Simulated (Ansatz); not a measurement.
Ansatz (a quantum-chemistry and plane-wave program) input (B3LYP-D3(BJ)/def2-TZVP):

Ansatz 0.2 input:
```yaml
crystal:
  periodic: [false, false, false]
  atoms:
    - {symbol: Li, position_ang: [-1.20992950, -0.69939566, -1.04594388]}
    - {symbol: C, position_ang: [0.37372186, 0.21602865, 0.32307013]}
    - {symbol: H, position_ang: [0.76040696, -0.71883287, 0.71460086]}
    - {symbol: H, position_ang: [-0.30744477, 0.79479214, 0.93775102]}
    - {symbol: H, position_ang: [0.93449518, 0.72605576, -0.45294105]}
basis:
  gaussian:
    orbitals: def2-TZVP
hamiltonian:
  xc: b3lyp
  dispersion: d3bj
total_charge: 1
magnetization: {spin_polarized: true, initial_magnetization: 1}
phonons: {temperatures: {t_min: 298.15, t_max: 298.15, t_step: 100}}
```

Output:

```
Functional definition: B3LYP
integrals: 0.01 GiB planned
441 factors; their error is unknown
mean field: 0.14 GiB planned
mean field evaluation 1: about -1274.0544 eV, gradient 4.5e1 eV
mean field evaluation 2: about -1271.9873 eV, gradient 4.4e1 eV
mean field evaluation 4: about -1283.5388 eV, gradient 1.6e-1 eV
mean field evaluation 8: about -1283.5290 eV, gradient 1.9e-1 eV
mean field evaluation 16: about -1283.5291 eV, gradient 2.1e-5 eV
mean field -1283.52911979 eV, -47.1688251450 hartree, gradient 2.1e-5 eV, S^2 0.752985; 0 other end points of the search recorded, 0 dependent functions left out
the calculation of the forces begins
reference -1283.52931257 eV, -47.1688322296 hartree; 6, 5 occupied and 57, 58 virtual orbitals, 441 factors
these checks for a lower state are left out or cut short: stability, starts, cluster_reference, orbital_swaps, neighbouring_geometries, increment
integrals: 0.01 GiB planned
441 factors; their error is unknown
mean field: 0.14 GiB planned
mean field -1283.52912974 eV, -47.1688255106 hartree, gradient 1.7e-6 eV, S^2 0.752986; 0 other end points of the search recorded, 0 dependent functions left out
the calculation of the forces begins
reference -1283.52932245 eV, -47.1688325928 hartree; 6, 5 occupied and 57, 58 virtual orbitals, 441 factors
these checks for a lower state are left out or cut short: stability, starts, cluster_reference, orbital_swaps, neighbouring_geometries, increment
integrals: 0.01 GiB planned
441 factors; their error is unknown
mean field: 0.14 GiB planned
mean field -1283.52910097 eV, -47.1688244535 hartree, gradient 1.6e-6 eV, S^2 0.752984; 0 other end points of the search recorded, 0 dependent functions left out
the calculation of the forces begins
reference -1283.52929382 eV, -47.1688315405 hartree; 6, 5 occupied and 57, 58 virtual orbitals, 441 factors
these checks for a lower state are left out or cut short: stability, starts, cluster_reference, orbital_swaps, neighbouring_geometries, increment
integrals: 0.01 GiB planned
441 factors; their error is unknown
mean field: 0.14 GiB planned
mean field evaluation 32: about -1283.5291 eV, gradient 1.0e-2 eV
mean field -1283.52912361 eV, -47.1688252854 hartree, gradient 9.9e-7 eV, S^2 0.752985; 0 other end points of the search recorded, 0 dependent functions left out
the calculation of the forces begins
reference -1283.52931637 eV, -47.1688323693 hartree; 6, 5 occupied and 57, 58 virtual orbitals, 441 factors
these checks for a lower state are left out or cut short: stability, starts, cluster_reference, orbital_swaps, neighbouring_geometries, increment
integrals: 0.01 GiB planned
441 factors; their error is unknown
mean field: 0.14 GiB planned
mean field -1283.52911470 eV, -47.1688249579 hartree, gradient 2.5e-6 eV, S^2 0.752985; 0 other end points of the search recorded, 0 dependent functions left out
the calculation of the forces begins
reference -1283.52930750 eV, -47.1688320432 hartree; 6, 5 occupied and 57, 58 virtual orbitals, 441 factors
these checks for a lower state are left out or cut short: stability, starts, cluster_reference, orbital_swaps, neighbouring_geometries, increment
integrals: 0.01 GiB planned
441 factors; their error is unknown
mean field: 0.14 GiB planned
mean field -1283.52904137 eV, -47.1688222631 hartree, gradient 2.1e-6 eV, S^2 0.752991; 0 other end points of the search recorded, 0 dependent functions left out
the calculation of the forces begins
reference -1283.52923428 eV, -47.1688293526 hartree; 6, 5 occupied and 57, 58 virtual orbitals, 441 factors
these checks for a lower state are left out or cut short: stability, starts, cluster_reference, orbital_swaps, neighbouring_geometries, increment
integrals: 0.01 GiB planned
441 factors; their error is unknown
mean field: 0.14 GiB planned
mean field -1283.52908959 eV, -47.1688240351 hartree, gradient 8.5e-7 eV, S^2 0.752979; 0 other end points of the search recorded, 0 dependent functions left out
the calculation of the forces begins
reference -1283.52928224 eV, -47.1688311149 hartree; 6, 5 occupied and 57, 58 virtual orbitals, 441 factors
these checks for a lower state are left out or cut short: stability, starts, cluster_reference, orbital_swaps, neighbouring_geometries, increment
integrals: 0.01 GiB planned
441 factors; their error is unknown
mean field: 0.14 GiB planned
mean field -1283.52894547 eV, -47.1688187387 hartree, gradient 2.1e-6 eV, S^2 0.752987; 0 other end points of the search recorded, 0 dependent functions left out
the calculation of the forces begins
reference -1283.52913829 eV, -47.1688258248 hartree; 6, 5 occupied and 57, 58 virtual orbitals, 441 factors
these checks for a lower state are left out or cut short: stability, starts, cluster_reference, orbital_swaps, neighbouring_geometries, increment
integrals: 0.01 GiB planned
441 factors; their error is unknown
mean field: 0.14 GiB planned
mean field evaluation 64: about -1283.5289 eV, gradient 1.0e-1 eV
mean field -1283.52896135 eV, -47.1688193226 hartree, gradient 2.1e-6 eV, S^2 0.752983; 0 other end points of the search recorded, 0 dependent functions left out
the calculation of the forces begins
reference -1283.52915410 eV, -47.1688264058 hartree; 6, 5 occupied and 57, 58 virtual orbitals, 441 factors
these checks for a lower state are left out or cut short: stability, starts, cluster_reference, orbital_swaps, neighbouring_geometries, increment
integrals: 0.01 GiB planned
441 factors; their error is unknown
mean field: 0.14 GiB planned
mean field -1283.52909352 eV, -47.1688241796 hartree, gradient 1.4e-6 eV, S^2 0.752985; 0 other end points of the search recorded, 0 dependent functions left out
the calculation of the forces begins
reference -1283.52928630 eV, -47.1688312641 hartree; 6, 5 occupied and 57, 58 virtual orbitals, 441 factors
these checks for a lower state are left out or cut short: stability, starts, cluster_reference, orbital_swaps, neighbouring_geometries, increment
integrals: 0.01 GiB planned
441 factors; their error is unknown
mean field: 0.14 GiB planned
mean field -1283.52908585 eV, -47.1688238979 hartree, gradient 2.2e-6 eV, S^2 0.752985; 0 other end points of the search recorded, 0 dependent functions left out
the calculation of the forces begins
reference -1283.52927864 eV, -47.1688309826 hartree; 6, 5 occupied and 57, 58 virtual orbitals, 441 factors
these checks for a lower state are left out or cut short: stability, starts, cluster_reference, orbital_swaps, neighbouring_geometries, increment
integrals: 0.01 GiB planned
441 factors; their error is unknown
mean field: 0.14 GiB planned
mean field -1283.52907229 eV, -47.1688233995 hartree, gradient 1.4e-6 eV, S^2 0.752980; 0 other end points of the search recorded, 0 dependent functions left out
the calculation of the forces begins
reference -1283.52926503 eV, -47.1688304826 hartree; 6, 5 occupied and 57, 58 virtual orbitals, 441 factors
these checks for a lower state are left out or cut short: stability, starts, cluster_reference, orbital_swaps, neighbouring_geometries, increment
integrals: 0.01 GiB planned
441 factors; their error is unknown
mean field: 0.14 GiB planned
mean field -1283.52907234 eV, -47.1688234013 hartree, gradient 1.7e-6 eV, S^2 0.752990; 0 other end points of the search recorded, 0 dependent functions left out
the calculation of the forces begins
reference -1283.52926516 eV, -47.1688304874 hartree; 6, 5 occupied and 57, 58 virtual orbitals, 441 factors
these checks for a lower state are left out or cut short: stability, starts, cluster_reference, orbital_swaps, neighbouring_geometries, increment
integrals: 0.01 GiB planned
441 factors; their error is unknown
mean field: 0.14 GiB planned
mean field evaluation 96: about -1283.5291 eV, gradient 5.7e-2 eV
mean field -1283.52907629 eV, -47.1688235465 hartree, gradient 2.3e-6 eV, S^2 0.752979; 0 other end points of the search recorded, 0 dependent functions left out
the calculation of the forces begins
reference -1283.52926902 eV, -47.1688306291 hartree; 6, 5 occupied and 57, 58 virtual orbitals, 441 factors
these checks for a lower state are left out or cut short: stability, starts, cluster_reference, orbital_swaps, neighbouring_geometries, increment
integrals: 0.01 GiB planned
441 factors; their error is unknown
mean field: 0.14 GiB planned
mean field -1283.52907364 eV, -47.1688234489 hartree, gradient 1.9e-6 eV, S^2 0.752991; 0 other end points of the search recorded, 0 dependent functions left out
the calculation of the forces begins
reference -1283.52926647 eV, -47.1688305355 hartree; 6, 5 occupied and 57, 58 virtual orbitals, 441 factors
these checks for a lower state are left out or cut short: stability, starts, cluster_reference, orbital_swaps, neighbouring_geometries, increment
integrals: 0.01 GiB planned
441 factors; their error is unknown
mean field: 0.14 GiB planned
mean field -1283.52908268 eV, -47.1688237813 hartree, gradient 1.3e-6 eV, S^2 0.752987; 0 other end points of the search recorded, 0 dependent functions left out
the calculation of the forces begins
reference -1283.52927548 eV, -47.1688308665 hartree; 6, 5 occupied and 57, 58 virtual orbitals, 441 factors
these checks for a lower state are left out or cut short: stability, starts, cluster_reference, orbital_swaps, neighbouring_geometries, increment
integrals: 0.01 GiB planned
441 factors; their error is unknown
mean field: 0.14 GiB planned
mean field -1283.52907835 eV, -47.1688236220 hartree, gradient 1.2e-6 eV, S^2 0.752983; 0 other end points of the search recorded, 0 dependent functions left out
the calculation of the forces begins
reference -1283.52927111 eV, -47.1688307060 hartree; 6, 5 occupied and 57, 58 virtual orbitals, 441 factors
these checks for a lower state are left out or cut short: stability, starts, cluster_reference, orbital_swaps, neighbouring_geometries, increment
integrals: 0.01 GiB planned
441 factors; their error is unknown
mean field: 0.14 GiB planned
mean field -1283.52908173 eV, -47.1688237465 hartree, gradient 1.6e-6 eV, S^2 0.752987; 0 other end points of the search recorded, 0 dependent functions left out
the calculation of the forces begins
reference -1283.52927453 eV, -47.1688308316 hartree; 6, 5 occupied and 57, 58 virtual orbitals, 441 factors
these checks for a lower state are left out or cut short: stability, starts, cluster_reference, orbital_swaps, neighbouring_geometries, increment
integrals: 0.01 GiB planned
441 factors; their error is unknown
mean field: 0.14 GiB planned
mean field evaluation 128: about -1283.5291 eV, gradient 3.2e-4 eV
mean field -1283.52907595 eV, -47.1688235338 hartree, gradient 1.5e-6 eV, S^2 0.752984; 0 other end points of the search recorded, 0 dependent functions left out
the calculation of the forces begins
reference -1283.52926872 eV, -47.1688306180 hartree; 6, 5 occupied and 57, 58 virtual orbitals, 441 factors
Total energy: -1283.61309118 eV, -47.1719110366 hartree
Atom 0 at    -1.209930    -0.699396    -1.045944 Å, force    -0.000194    -0.000111    -0.000168 eV/Å
Atom 1 at     0.373722     0.216029     0.323070 Å, force     0.000031     0.000017     0.000026 eV/Å
Atom 2 at     0.760407    -0.718833     0.714601 Å, force    -0.000001     0.000217    -0.000012 eV/Å
Atom 3 at    -0.307445     0.794792     0.937751 Å, force     0.000199    -0.000068    -0.000055 eV/Å
Atom 4 at     0.934495     0.726056    -0.452941 Å, force    -0.000035    -0.000055     0.000208 eV/Å
Dipole moment:    -0.951362    -0.549932    -0.822421 e Å
Vibrations: 249.20 249.22 310.91 921.55 1399.89 1399.89 3062.66 3232.73 3232.74 cm⁻¹, zero-point energy 0.871534 eV
```
